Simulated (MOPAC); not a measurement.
MOPAC input (PM3):

```
PM3 FORCE THERMO(298,298) PRECISE LET CHARGE=1 GEO-OK AUX(PRECISION=9) THREADS=1
CCl2F

F    -0.04623142 1    1.60273051 1    0.01922901 1
C    -0.00785600 1    0.27231368 1    0.00326713 1
Cl    1.42888697 1   -0.43250292 1   -0.00394137 1
Cl   -1.40158104 1   -0.51410666 1   -0.00741573 1
```

### Question
Which zero-point energy does it print?

### Answer
6.05 kcal/mol, from the harmonic wavenumbers of PM3.
